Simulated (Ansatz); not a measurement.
C3H6AlF (`F[CH2][Al]1[CH2][CH2]1`). Total charge 0; spin multiplicity 1. Geometry: relaxed with PBE0-D4/def2-TZVP. It is one conformer, not always the lowest.

```xyz
11

F    -0.676   -0.958    1.909
C     0.812   -0.900    1.908
Al    0.254   -0.105    0.237
C    -0.310   -0.134   -1.575
C    -0.366    1.303   -0.874
H     1.156   -1.928    1.995
H     1.092   -0.316    2.782
H     0.388   -0.198   -2.408
H    -1.282   -0.522   -1.875
H     0.302    2.041   -1.315
H    -1.369    1.718   -0.784
```

Question: What is the dipole moment at r2SCAN/def2-TZVPP? (Estimate.)

Answer: Ansatz gave: 2.42 D, with components (1.62, -0.74, 1.64) D in this frame, pointing from negative to positive charge.

Question: And with PBE, B3LYP, ωB97M-V? (An estimate is asked.)

Answer: Computed: PBE 2.29 D, B3LYP 2.52 D, ωB97M-V 2.60 D.

Question: Give the Mulliken charges with r2SCAN, ωB97M-V, B3LYP in def2-TZVPP. (Estimate.)

Answer: The calculation gave: 
| atom | r2SCAN | ωB97M-V | B3LYP |
| --- | --- | --- | --- |
| F1 | -0.21 | -0.20 | -0.22 |
| C2 | -0.12 | -0.20 | -0.15 |
| Al3 | 0.49 | 0.43 | 0.39 |
| C4 | -0.29 | -0.33 | -0.29 |
| C5 | -0.29 | -0.33 | -0.29 |
| H6 | 0.10 | 0.15 | 0.14 |
| H7 | 0.10 | 0.15 | 0.14 |
| H8 | 0.05 | 0.08 | 0.07 |
| H9 | 0.05 | 0.09 | 0.07 |
| H10 | 0.05 | 0.08 | 0.07 |
| H11 | 0.05 | 0.09 | 0.07 |

B3LYP here is the variant with VWN-RPA as its local correlation; programs differ in this.
